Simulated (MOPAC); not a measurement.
MOPAC input (AM1):

```
AM1 PRECISE GNORM=0.05 LET XYZ GEO-OK AUX(PRECISION=9) THREADS=1
O2Sn

Sn    0.00000000 1    0.00000000 1    0.00000000 1
O    -0.00000000 1   -0.00000000 1   -1.81395700 1
O     0.00000000 1    0.00000000 1    1.81395700 1
```

Output:

```
 *******************************************************************************
 **                                                                           **
 **                              MOPAC v23.2.5                                **
 **                                                                           **
 *******************************************************************************
 ** MOPAC's Digital Object Identifier: https://doi.org/10.5281/zenodo.6511958 **
 **                                                                           **
 ** Please cite the open-source release paper for use of this MOPAC version:  **
 ** J. E. Moussa and J. J. P. Stewart (2026)                                  **
 ** MOPAC: An open-source semiempirical molecular orbital program             **
 ** J. Open Source Softw., 11(119), 8025, https://doi.org/10.21105/joss.08025 **
 *******************************************************************************

                              AM1 CALCULATION RESULTS

 *******************************************************************************
 *  AM1        - The AM1 Hamiltonian to be used
 *  GEO-OK     - OVERRIDE INTERATOMIC DISTANCE AND OTHER SAFETY CHECKS
 *  LET        - OVERRIDE SOME SAFETY CHECKS
 *  PRECISE    - TIGHTER CRITERIA TO BE USED
 *  XYZ        - CARTESIAN COORDINATE SYSTEM TO BE USED
 *  GNORM      - EXIT WHEN GRADIENT NORM DROPS BELOW 0.050
 *  AUX        - OUTPUT AUXILIARY INFORMATION
 *******************************************************************************
AM1 PRECISE GNORM=0.05 LET XYZ GEO-OK AUX(PRECISION=9) THREADS=1
 O2Sn

   ATOM   CHEMICAL          X               Y               Z
  NUMBER   SYMBOL      (ANGSTROMS)     (ANGSTROMS)     (ANGSTROMS)

     1      Sn          0.00000000  *   0.00000000  *   0.00000000  *
     2       O         -0.00000000  *  -0.00000000  *  -1.81395700  *
     3       O          0.00000000  *   0.00000000  *   1.81395700  *

          CARTESIAN COORDINATES

    NO.       ATOM           X           Y           Z

     1        Sn          0.0000      0.0000      0.0000
     2         O         -0.0000     -0.0000     -1.8140
     3         O          0.0000      0.0000      1.8140

  O: (AM1): M.J.S. DEWAR ET AL, J. AM. CHEM. SOC. 107 3902-3909 (1985)
 Sn: (AM1): J. J. P. STEWART, J. MOL. MOD., 10, 155-164 (2004)

           Empirical Formula: O2 Sn  =     3 atoms

      MOLECULAR POINT GROUP   :   D*h

      RHF CALCULATION, NO. OF DOUBLY OCCUPIED LEVELS = 8

          Geometry optimization using EF

          DIAGONAL MATRIX USED AS START HESSIAN

 CYCLE:     1  GRAD.:   172.333 HEAT:  93.39656
 CYCLE:     2  GRAD.:    21.292 HEAT:  75.00078
 CYCLE:     3  GRAD.:     4.732 HEAT:  74.63634
 CYCLE:     4  GRAD.:     0.214 HEAT:  74.61644
 CYCLE:     5  GRAD.:     0.007 HEAT:  74.61639

     GRADIENT =  0.00690 IS LESS THAN CUTOFF =  0.05000

 -------------------------------------------------------------------------------
 AM1 PRECISE GNORM=0.05 LET XYZ GEO-OK AUX(PRECISION=9) THREADS=1
 O2Sn

     GEOMETRY OPTIMISED USING EIGENVECTOR FOLLOWING (EF).
     SCF FIELD WAS ACHIEVED

                              AM1 CALCULATION
                                                       MOPAC v23.2.5 Linux

          FINAL HEAT OF FORMATION =         74.61639 KCAL/MOL =     312.19498 KJ/MOL

          COSMO AREA              =         97.67 SQUARE ANGSTROMS
          COSMO VOLUME            =         85.07 CUBIC ANGSTROMS

          GRADIENT NORM           =          0.00690          =       0.00398 PER ATOM
          IONIZATION POTENTIAL    =          9.256555 EV
          HOMO LUMO ENERGIES (EV) =         -9.257 -0.908
          NO. OF FILLED LEVELS    =          8
          MOLECULAR WEIGHT        =        150.6888         POINT GROUP:  D*h

          MOLECULAR DIMENSIONS (Angstroms)

            Atom       Atom       Distance
            O     3    O     2     3.96256
            O     3    O     2     0.00000
            O     3   Sn     1     0.00000

          SCF CALCULATIONS        =          6

   ATOM   CHEMICAL          X               Y               Z
  NUMBER   SYMBOL      (ANGSTROMS)     (ANGSTROMS)     (ANGSTROMS)

     1      Sn          0.00000000  *   0.00000000  *  -0.00000000  *
     2       O         -0.00000000  *  -0.00000000  *  -1.98128068  *
     3       O          0.00000000  *   0.00000000  *   1.98128068  *

                             CARTESIAN COORDINATES

   1   Sn        0.000000000     0.000000000    -0.000000000
   2    O       -0.000000000    -0.000000000    -1.981280676
   3    O        0.000000000     0.000000000     1.981280676

           Empirical Formula: O2 Sn  =     3 atoms

      MOLECULAR POINT GROUP   :   D*h

                  EIGENVALUES
 -31.33196 -30.60119 -13.60250 -10.70614 -10.70614  -9.68055  -9.68055  -9.25655
  -0.90760   1.10644   1.10644   5.39296

              NET ATOMIC CHARGES AND DIPOLE CONTRIBUTIONS

  ATOM NO.   TYPE          CHARGE      No. of ELECS.   s-Pop       p-Pop
    1         Sn           1.472500        2.5275     1.49680     1.03070
    2          O          -0.736250        6.7363     1.95216     4.78409
    3          O          -0.736250        6.7363     1.95216     4.78409
 DIPOLE           X         Y         Z       TOTAL
 POINT-CHG.    -0.000     0.000     0.000     0.000
 HYBRID         0.000     0.000    -0.000     0.000
 SUM            0.000     0.000     0.000     0.000

          ATOMIC ORBITAL ELECTRON POPULATIONS

     Atom    s        px        py        pz
    1 Sn   1.49680   0.24688   0.24688   0.53694
    2  O   1.95216   1.87656   1.87656   1.03097
    3  O   1.95216   1.87656   1.87656   1.03097

 **********************
 *                    *
 * JOB ENDED NORMALLY *
 *                    *
 **********************

 == MOPAC DONE ==
```

The geometry given is a B3LYP-D3(BJ)/def2-TZVP minimum.
